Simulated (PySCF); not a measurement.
IPb (SMILES [I][Pb+]), charge +1, singlet, at a GFN2-xTB geometry (such geometries of metal compounds can be far from the true shape) (core potentials on I, Pb); R2SCAN/def2-TZVP in PySCF.

The PySCF input:
```python
from pyscf import gto, scf, dft

mol = gto.Mole()
mol.atom = '''
    Pb   -0.00000000   -0.00000000   -1.03909116
    I     0.00000000    0.00000000    1.60765047
'''
mol.basis = 'def2-tzvp'
mol.ecp = {'I': 'def2-tzvp', 'Pb': 'def2-tzvp'}
mol.charge = 1
mol.verbose = 4
mol.build()

mf = dft.RKS(mol)
mf.xc = 'r2scan'
mf.kernel()
```

### Question
Predict the main parts of the log of this PySCF run.

### Answer

```
PySCF version 2.14.0

[INPUT] verbose = 4
[INPUT] num. atoms = 2
[INPUT] num. electrons = 46
[INPUT] charge = 1
[INPUT] spin (= nelec alpha-beta = 2S) = 0
[INPUT] symmetry False subgroup None
[INPUT] Mole.unit = angstrom
[INPUT] Symbol           X                Y                Z      unit          X                Y                Z       unit  Magmom
[INPUT]  1 Pb     0.000000000000   0.000000000000  -1.039091160000 AA    0.000000000000   0.000000000000  -1.963597710857 Bohr   0.0
[INPUT]  2 I      0.000000000000   0.000000000000   1.607650470000 AA    0.000000000000   0.000000000000   3.038019092328 Bohr   0.0

nuclear repulsion = 109.964441828045
number of shells = 32
number of NR pGTOs = 186
number of NR cGTOs = 100
basis = def2-tzvp
ecp = {'I': 'def2-tzvp', 'Pb': 'def2-tzvp'}

******** <class 'pyscf.dft.rks.RKS'> ********
method = RKS
initial guess = minao
damping factor = 0
level_shift factor = 0
DIIS = <class 'pyscf.scf.diis.CDIIS'>
diis_start_cycle = 1
diis_space = 8
diis_damp = 0
SCF conv_tol = 1e-09
SCF conv_tol_grad = None
SCF max_cycles = 50
direct_scf = True
direct_scf_tol = 1e-13
XC library pyscf.dft.libxc version 7.1.2
    S. Lehtola, C. Steigemann, M. J. T. Oliveira, and M. A. L. Marques,  SoftwareX 7, 1–5 (2018)
XC functionals = r2scan
    J. W. Furness, A. D. Kaplan, J. Ning, J. P. Perdew, and J. Sun,  J. Phys. Chem. Lett. 11, 8208–8215 (2020)
    J. W. Furness, A. D. Kaplan, J. Ning, J. P. Perdew, and J. Sun,  J. Phys. Chem. Lett. 11, 9248–9248 (2020)
    J. W. Furness, A. D. Kaplan, J. Ning, J. P. Perdew, and J. Sun,  J. Phys. Chem. Lett. 11, 8208–8215 (2020)
    J. W. Furness, A. D. Kaplan, J. Ning, J. P. Perdew, and J. Sun,  J. Phys. Chem. Lett. 11, 9248–9248 (2020)
radial grids:
    Treutler-Ahlrichs [JCP 102, 346 (1995); DOI:10.1063/1.469408] (M4) radial grids

becke partition: Becke, JCP 88, 2547 (1988); DOI:10.1063/1.454033
pruning grids: <function nwchem_prune>
grids dens level: 3
symmetrized grids: False
atomic radii adjust function: <function treutler_atomic_radii_adjust>
small_rho_cutoff = 0
Set gradient conv threshold to 3.16228e-05
Initial guess from minao.
tot grids = 45192
init E= -416.392977465046
  HOMO = -1.29098417150654  LUMO = -0.92771619813423  gap/eV = 9.88503
cycle= 1 E= -488.214676362432  delta_E= -71.8  |g|= 3.87  |ddm|= 21.8
  HOMO = -0.210756038316255  LUMO = -0.068488250689156  gap/eV = 3.87130
cycle= 2 E= -484.654949348706  delta_E= 3.56  |g|= 4.82  |ddm|= 9.96
  HOMO = -0.430883985022974  LUMO = -0.217836447497977  gap/eV = 5.79732
cycle= 3 E= -489.740764554754  delta_E= -5.09  |g|= 1.66  |ddm|= 6.19
  HOMO = -0.437251606107945  LUMO = -0.323194311595345  gap/eV = 3.10366
cycle= 4 E= -490.548777101177  delta_E= -0.808  |g|= 0.479  |ddm|= 3.24
  HOMO = -0.425515828345729  LUMO = -0.328880582686278  gap/eV = 2.62958
cycle= 5 E= -490.55299280935  delta_E= -0.00422  |g|= 0.316  |ddm|= 0.575
  HOMO = -0.453072137922704  LUMO = -0.326939673584084  gap/eV = 3.43224
cycle= 6 E= -490.586459621995  delta_E= -0.0335  |g|= 0.0392  |ddm|= 0.452
  HOMO = -0.450955630355181  LUMO = -0.332421235304845  gap/eV = 3.22549
cycle= 7 E= -490.584649072837  delta_E= 0.00181  |g|= 0.0761  |ddm|= 0.164
  HOMO = -0.455142677172704  LUMO = -0.329596744819999  gap/eV = 3.41628
cycle= 8 E= -490.586847398426  delta_E= -0.0022  |g|= 0.00597  |ddm|= 0.113
  HOMO = -0.454267405756994  LUMO = -0.329504219451845  gap/eV = 3.39498
cycle= 9 E= -490.586854863423  delta_E= -7.46e-06  |g|= 0.00279  |ddm|= 0.0129
  HOMO = -0.454460352428909  LUMO = -0.329376357531405  gap/eV = 3.40371
cycle= 10 E= -490.586858258061  delta_E= -3.39e-06  |g|= 0.000308  |ddm|= 0.00461
  HOMO = -0.454464496591031  LUMO = -0.329382224416366  gap/eV = 3.40366
cycle= 11 E= -490.586858283433  delta_E= -2.54e-08  |g|= 3.85e-05  |ddm|= 0.000354
  HOMO = -0.454458972745653  LUMO = -0.32938077523581  gap/eV = 3.40355
cycle= 12 E= -490.586858284047  delta_E= -6.14e-10  |g|= 6.56e-06  |ddm|= 7.77e-05
  HOMO = -0.454457821372126  LUMO = -0.329381925033935  gap/eV = 3.40349
Extra cycle  E= -490.586858283938  delta_E= 1.1e-10  |g|= 1.79e-05  |ddm|= 3.74e-05
converged SCF energy = -490.586858283938
```
